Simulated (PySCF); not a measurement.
## How methods differ on the excitation energy of Lu²⁺

Lu²⁺ [Xe] 4f14 6s1 (2S) → Lu²⁺ [Xe] 4f14 6p1 (2P), as a difference of total energies. All numbers are calculated (PySCF 2.14, scalar relativity by spin-free X2C-1e, in x2c-TZVPPall (11s7p7d2f2g, 99 functions)). Correlated levels: valence: [Kr] 4d10 frozen; valence and next inner shell: [Ar] 3d10 frozen. The calculations carry no spin-orbit coupling.

```json
{"method": "UHF", "excitation energy (eV)": "4.929"}
{"method": "LDA", "excitation energy (eV)": "5.250"}
{"method": "PBE", "excitation energy (eV)": "5.034"}
{"method": "PBE0", "excitation energy (eV)": "5.008"}
{"method": "r2SCAN", "excitation energy (eV)": "4.882"}
{"method": "B3LYP", "excitation energy (eV)": "5.148"}
{"method": "BLYP", "excitation energy (eV)": "5.150"}
{"method": "r2SCANh", "excitation energy (eV)": "4.910"}
{"method": "MP2 (valence)", "excitation energy (eV)": "5.354"}
{"method": "SCS-MP2 (valence)", "excitation energy (eV)": "5.274"}
{"method": "MP2 (valence and next inner shell)", "excitation energy (eV)": "5.388"}
{"method": "SCS-MP2 (valence and next inner shell)", "excitation energy (eV)": "5.303"}
```

Question: How much does correlation contribute at MP2 (valence and next inner shell)?

Answer: 5.388 − (4.929) = 0.459 eV, measured against UHF.

A first-order spin-orbit estimate (lowest level to lowest level, LS coupling) adds -0.382 eV.

The basis was made for the ground configuration and has no added diffuse functions, so the excitation energy can come out too high.
